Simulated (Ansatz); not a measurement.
Input for Ansatz (a program for electronic structure): U-RI-MP2/def2-TZVPP on O2 (SMILES O=O). The basis file is the Basis Set Exchange's JSON of that set.

Ansatz 0.2 input:
```yaml
crystal:
  periodic: [false, false, false]
  atoms:
    - {symbol: O, position_ang: [-0.00000000, 0.00000000, 0.59999205]}
    - {symbol: O, position_ang: [0.00000000, -0.00000000, -0.59999205]}
basis:
  gaussian:
    orbitals: def2-TZVPP
    fitting: {mean_field: def2-universal-JKFIT, correlation: def2-TZVPP-RIFIT.json}
magnetization: {spin_polarized: true, initial_magnetization: 2}
correlation: {method: mp2, electrons: outside_noble_gas}
scf: {omitted_lower_state_checks: [cluster_reference]}
```

The log:

```
WARN ansatz: RAYON_NUM_THREADS=4 ignored (pool sized by the plan → 4); use --threads N
Functional definition: HF
these checks for a lower state are left out or cut short: cluster_reference
integrals: 0.01 GiB planned
154 factors; integrals over basis functions are off by at most 8.8e-1 eV
152 factors; integrals over basis functions are off by at most 4.7e-1 eV
mean field: 0.08 GiB planned
mean field evaluation 1: about -4072.3481 eV, gradient 1.4e1 eV
mean field evaluation 2: about -4073.0282 eV, gradient 4.3e0 eV
mean field evaluation 4: about -4073.1180 eV, gradient 4.2e-1 eV
mean field evaluation 8: about -4071.3824 eV, gradient 8.9e0 eV
mean field evaluation 16: about -4073.1076 eV, gradient 3.1e-1 eV
mean field -4073.11964924 eV, -149.6843862498 hartree, gradient 1.9e-6 eV, S^2 2.044894; 2 other end points of the search recorded, 0 dependent functions left out
2 core orbitals not correlated
reference -4073.11964924 eV, -149.6843862498 hartree; 7, 5 occupied and 53, 55 virtual orbitals, 152 factors
second order -11.70462114 eV of doubles, -0.00000000 eV of singles
Total energy: -4084.82427037 eV, -150.1145231429 hartree
Checks for a lower state left out: cluster_reference
```

The run converged.

Cost: very roughly 0.6 core-seconds.
